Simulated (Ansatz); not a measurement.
Reactions of CH₁₀N₂Si₂ (`NC([SiH3])N[SiH3]`).

Gas-phase electronic energies from Ansatz, PBE0-D4/def2-TZVP geometries. CCSD(T)/CBS is the MP2 limit (def2-TZVPP, def2-QZVPP) plus CCSD(T) − MP2 in def2-TZVPP, frozen cores. This one scheme is used for every species. Double bonds are as drawn, so ΔE can hold a change between cis and trans. DFT in def2-TZVPP. For Mg outer-core shells are correlated without core-valence functions, which leaves a few kJ/mol of doubt a bond. Each species was taken in one conformer, which may not be the lowest.

```
                                                                         reaction  r2SCAN-D4 (eV)
                                     `NC([SiH3])N[SiH3]` → `NCN[SiH3]` + `[SiH2]`            2.37
                                         `NC([SiH3])N[SiH3]` → `CN[SiH](N)[SiH3]`           -1.48
                                         `NC([SiH3])N[SiH3]` → `C[SiH](N)[SiH2]N`           -2.14
                                    `NC([SiH3])N[SiH3]` + H₂ → `NCN[SiH3]` + SiH₄           -0.47
    `NC([SiH3])N[SiH3]` + `C[O][Mg][NH2]` → `[NH2][Mg][O][SiH3]` + `CNC(N)[SiH3]`           -1.15
                `NC([SiH3])N[SiH3]` + `C/C=C\F` → `F/C=C/[SiH3]` + `CNC(N)[SiH3]`            0.71
                                `NC([SiH3])N[SiH3]` + H₂O → `NC(O)N[SiH3]` + SiH₄            0.02
                            `NC([SiH3])N[SiH3]` + H₂S → `NC([SiH3])S` + `N[SiH3]`           -0.27
`NC([SiH3])N[SiH3]` + `C=[CH][AlH][CH3]` → `C=[CH][AlH][CH2][SiH3]` + `NCN[SiH3]`           -0.40
                                          `NC([SiH3])N[SiH3]` → `CN[SiH2][SiH2]N`           -1.23
```

Give the CCSD(T)/CBS values in the same order. (Best estimate.)

Ansatz gave: 2.15, -1.45, -2.11, -0.50, -1.20, 0.73, 0.12, -0.29, -0.42, -1.22 eV.

Largest T1 diagnostic: 0.014, for `[SiH2]`.
